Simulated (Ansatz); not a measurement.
A structure relaxed at PBE-D4/def2-SVP in Ansatz, charge 1, singlet:

```xyz
7

Ag    1.685    0.687    0.929
Ag   -0.692    0.495   -0.526
Ag    0.191    0.427   -3.197
Ag    0.176   -1.971    0.466
Ag   -2.615    1.223    1.389
Te    1.833   -0.771   -1.504
Te   -0.577   -0.090    2.443
```

(1) Give its formula.

(2) Summarise the bond lengths by kind (pairs closer than 1.2 times the sum of covalent radii, bridged metal pairs left out).

Results:

(1) Ag₅Te₂⁺.

(2) 8 × Ag–Te 2.64 to 3.03 Å.

In the def2 sets Ag, Te take a core potential; there is no spin–orbit coupling. The relaxation made no stability test and no search for a lower SCF solution. No other spin state of charge 1 was run. Another isomer (singlet) lies 0.04 eV lower at PBE0-D4/def2-TZVP; other spin states weren't run for this one.
